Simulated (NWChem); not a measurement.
System: diphosphane (P₂H₄); SMILES PP

Input file for NWChem:

```
start job
memory heap 200 mb stack 900 mb global 1100 mb
geometry units angstroms noautoz
  P     -0.000034    -1.111516    -0.065318
  P     -0.000034     1.111516     0.065318
  H      1.022314    -1.257874     0.911959
  H     -1.022493    -1.257848     0.911847
  H      1.022320     1.257874    -0.911954
  H     -1.022488     1.257849    -0.911852
end
basis spherical
  P library def2-tzvp
  H library def2-tzvp
end
dft
  xc b3lyp
  iterations 150
  mulliken
end
task dft energy
```

Output (shortened):

```
             Northwest Computational Chemistry Package (NWChem) 7.3.0
             --------------------------------------------------------

 C1  symmetry detected

                             Geometry "geometry" -> ""
                             -------------------------

 Output coordinates in angstroms (scale by  1.889725989 to convert to a.u.)

  No.       Tag          Charge          X              Y              Z
 ---- ---------------- ---------- -------------- -------------- --------------
    1 P                   15.0000     0.00000636    -1.11141035    -0.06709220
    2 P                   15.0000     0.00000605     1.11141029     0.06709220
    3 H                    1.0000     1.02235474    -1.25932799     0.90994956
    4 H                    1.0000    -1.02245226    -1.25930215     0.90983834
    5 H                    1.0000     1.02235967     1.25932826    -0.90994530
    6 H                    1.0000    -1.02244833     1.25930276    -0.90984260

 Effective nuclear repulsion energy (a.u.)      88.6312635742

                                 NWChem DFT Module
                                 -----------------

 Summary of "ao basis" -> "ao basis" (spherical)
 ------------------------------------------------------------------------------
       Tag                 Description            Shells   Functions and Types
 ---------------- ------------------------------  ------  ---------------------
 P                         def2-tzvp                13       37   5s5p2d1f
 H                         def2-tzvp                 4        6   3s1p

            General Information
            -------------------
          SCF calculation type: DFT
          Wavefunction type:  closed shell.
          No. of atoms     :     6
          No. of electrons :    34
           Alpha electrons :    17
            Beta electrons :    17
          Charge           :     0
          Spin multiplicity:     1
          Use of symmetry is: off; symmetry adaption is: off
          Maximum number of iterations: 150
          AO basis - number of functions:    98
                     number of shells:    42
          Convergence on energy requested:  1.00D-06
          Convergence on density requested:  1.00D-05
          Convergence on gradient requested:  5.00D-04

              XC Information
              --------------
                         B3LYP Method XC Potential
                     Hartree-Fock (Exact) Exchange  0.200
                        Slater Exchange Functional  0.800 local
                    Becke 1988 Exchange Functional  0.720 non-local
              Lee-Yang-Parr Correlation Functional  0.810
                  VWN I RPA Correlation Functional  0.190 local

             Grid Information
             ----------------
          Grid used for XC integration:  medium
          Radial quadrature: Mura-Knowles
          Angular quadrature: Lebedev.
          Tag              B.-S. Rad. Rad. Pts. Rad. Cut. Ang. Pts.
          ---              ---------- --------- --------- ---------
          P                   1.00       88           9.0       590
          H                   0.35       45          11.0       434
          Grid pruning is: on
          Number of quadrature shells:   356
          Spatial weights used:  Erf1

      Superposition of Atomic Density Guess
      -------------------------------------

 Sum of atomic energies:        -683.30146542

      Non-variational initial energy
      ------------------------------

 Total energy =    -683.845012
 1-e energy   =   -1120.998112
 2-e energy   =     348.521836
 HOMO         =      -0.251989
 LUMO         =       0.034959

     ---------------------------------------------
      Total Density - Mulliken Population Analysis
     ---------------------------------------------

    Atom       Charge   Shell Charges
 -----------   ------   -------------------------------------------------------
    1 P   15    15.20   2.01  0.53  1.43  1.05  0.72  4.17  1.70  0.67  1.81  0.97  0.04  0.09  0.01
    2 P   15    15.20   2.01  0.53  1.43  1.05  0.72  4.17  1.70  0.67  1.81  0.97  0.04  0.09  0.01
    3 H    1     0.90   0.22  0.48  0.19  0.01
    4 H    1     0.90   0.22  0.48  0.19  0.01
    5 H    1     0.90   0.22  0.48  0.19  0.01
    6 H    1     0.90   0.22  0.48  0.19  0.01

   convergence    iter        energy       DeltaE   RMS-Dens  Diis-err
 ---------------- ----- ----------------- --------- --------- ---------
 d= 0,ls=0.0,diis     1   -685.1332641375 -7.74D+02  3.45D-03  6.80D-01
 d= 0,ls=0.0,diis     2   -685.1588880321 -2.56D-02  2.19D-03  2.26D-02
 d= 0,ls=0.0,diis     3   -685.1605569502 -1.67D-03  9.41D-04  1.44D-02
 d= 0,ls=0.0,diis     4   -685.1627477397 -2.19D-03  1.12D-04  2.76D-04
 d= 0,ls=0.0,diis     5   -685.1627887798 -4.10D-05  1.59D-05  3.34D-06
 d= 0,ls=0.0,diis     6   -685.1627892995 -5.20D-07  2.85D-06  3.27D-08

         Total DFT energy =     -685.162789299483
      One electron energy =    -1123.100251384143
           Coulomb energy =      397.311450359521
    Exchange-Corr. energy =      -48.005251849024
 Nuclear repulsion energy =       88.631263574163

 Numeric. integr. density =       33.999990555618

                       DFT Final Molecular Orbital Analysis
                       ------------------------------------

 Vector   15  Occ=2.000000D+00  E=-3.450143D-01
              MO Center=  1.3D-05, -4.3D-07, -7.3D-08, r^2= 2.8D+00
   Bfn.  Coefficient  Atom+Function         Bfn.  Coefficient  Atom+Function
  ----- ------------  ---------------      ----- ------------  ---------------
    16      0.269139  1 P  py                53     -0.269140  2 P  py
    17     -0.144567  1 P  pz                54      0.144567  2 P  pz
    13      0.121225  1 P  py                50     -0.121225  2 P  py
    19      0.120070  1 P  py                56     -0.120070  2 P  py
     7     -0.108674  1 P  py                44      0.108674  2 P  py

 Vector   16  Occ=2.000000D+00  E=-3.301072D-01
              MO Center= -1.2D-05, -1.1D-07, -2.3D-07, r^2= 3.1D+00
   Bfn.  Coefficient  Atom+Function         Bfn.  Coefficient  Atom+Function
  ----- ------------  ---------------      ----- ------------  ---------------
     4      0.257643  1 P  s                 17     -0.256688  1 P  pz
    41     -0.257643  2 P  s                 54     -0.256689  2 P  pz
     5      0.213053  1 P  s                 42     -0.213052  2 P  s
     3     -0.156122  1 P  s                 40      0.156122  2 P  s
    20     -0.153356  1 P  pz                57     -0.153356  2 P  pz

 Vector   17  Occ=2.000000D+00  E=-2.458133D-01
              MO Center=  1.8D-05,  5.9D-07,  1.0D-07, r^2= 3.8D+00
   Bfn.  Coefficient  Atom+Function         Bfn.  Coefficient  Atom+Function
  ----- ------------  ---------------      ----- ------------  ---------------
     5      0.259730  1 P  s                 42      0.259730  2 P  s
    17     -0.220610  1 P  pz                54      0.220610  2 P  pz
    16     -0.214619  1 P  py                53      0.214619  2 P  py
    20     -0.199772  1 P  pz                57      0.199772  2 P  pz
     4      0.193625  1 P  s                 41      0.193625  2 P  s

 Vector   18  Occ=0.000000D+00  E=-1.445502D-02
              MO Center= -1.8D-07, -2.7D-07,  3.4D-08, r^2= 5.3D+00
   Bfn.  Coefficient  Atom+Function         Bfn.  Coefficient  Atom+Function
  ----- ------------  ---------------      ----- ------------  ---------------
    19      0.912202  1 P  py                56      0.912202  2 P  py
     5      0.727736  1 P  s                 42     -0.727736  2 P  s
    16      0.338634  1 P  py                53      0.338634  2 P  py
    13      0.130685  1 P  py                50      0.130686  2 P  py
     7     -0.114280  1 P  py                44     -0.114280  2 P  py

 Vector   19  Occ=0.000000D+00  E= 5.129748D-03
              MO Center= -5.6D-05,  1.4D-06, -5.2D-07, r^2= 5.9D+00
   Bfn.  Coefficient  Atom+Function         Bfn.  Coefficient  Atom+Function
  ----- ------------  ---------------      ----- ------------  ---------------
     5      0.956311  1 P  s                 42      0.956312  2 P  s
    20      0.785557  1 P  pz                57     -0.785558  2 P  pz
    77     -0.781799  3 H  s                 83     -0.782038  4 H  s
    89     -0.781865  5 H  s                 95     -0.781972  6 H  s
    19     -0.201826  1 P  py                56      0.201827  2 P  py

 Vector   20  Occ=0.000000D+00  E= 7.970032D-03
              MO Center=  4.6D-06,  2.6D-06, -2.5D-07, r^2= 4.9D+00
   Bfn.  Coefficient  Atom+Function         Bfn.  Coefficient  Atom+Function
  ----- ------------  ---------------      ----- ------------  ---------------
    18      0.905794  1 P  px                55     -0.905796  2 P  px
    77     -0.672139  3 H  s                 83      0.672032  4 H  s
    89      0.672065  5 H  s                 95     -0.672109  6 H  s
    15      0.187353  1 P  px                52     -0.187353  2 P  px
    12      0.119109  1 P  px                49     -0.119110  2 P  px

     ---------------------------------------------
      Total Density - Mulliken Population Analysis
     ---------------------------------------------

    Atom       Charge   Shell Charges
 -----------   ------   -------------------------------------------------------
    1 P   15    15.11   2.01  0.52  1.44  1.10  0.66  4.18  1.66  0.76  1.77  0.82  0.06  0.12  0.01
    2 P   15    15.11   2.01  0.52  1.44  1.10  0.66  4.18  1.66  0.76  1.77  0.82  0.06  0.12  0.01
    3 H    1     0.95   0.25  0.50  0.18  0.02
    4 H    1     0.95   0.25  0.50  0.18  0.02
    5 H    1     0.95   0.25  0.50  0.18  0.02
    6 H    1     0.95   0.25  0.50  0.18  0.02

     -------------------------------------------
      Total Density - Lowdin Population Analysis
     -------------------------------------------

    Atom       Charge   Shell Charges
 -----------   ------   -------------------------------------------------------
    1 P   15    15.00   1.99  0.84  1.11  0.80  0.58  3.90  1.87  0.86  1.60  1.11  0.05  0.25  0.04
    2 P   15    15.00   1.99  0.84  1.11  0.80  0.58  3.90  1.87  0.86  1.60  1.11  0.05  0.25  0.04
    3 H    1     1.00   0.25  0.45  0.25  0.05
    4 H    1     1.00   0.25  0.45  0.25  0.05
    5 H    1     1.00   0.25  0.45  0.25  0.05
    6 H    1     1.00   0.25  0.45  0.25  0.05

     Multipole analysis of the density
     ---------------------------------

     L   x y z        total         alpha         beta         nuclear
     -   - - -        -----         -----         ----         -------
     0   0 0 0      0.000000    -17.000000    -17.000000     34.000000

     1   1 0 0     -0.000020     -0.000010     -0.000010      0.000000
     1   0 1 0     -0.000000     -0.000000     -0.000000     -0.000000
     1   0 0 1      0.000000      0.000000      0.000000     -0.000000

     2   2 0 0    -20.428436    -17.679952    -17.679952     14.931469
     2   1 1 0      0.000004     -0.000008     -0.000008      0.000020
     2   1 0 1      0.000005      0.000002      0.000002      0.000001
     2   0 2 0    -22.875853    -88.930891    -88.930891    154.985930
     2   0 1 1     -2.058468      3.160276      3.160276     -8.379019
     2   0 0 2    -22.551038    -17.429657    -17.429657     12.308276
```

Level: B3LYP/def2-TZVP. The geometry was optimised at PBE0-D3(BJ)/def2-TZVP.
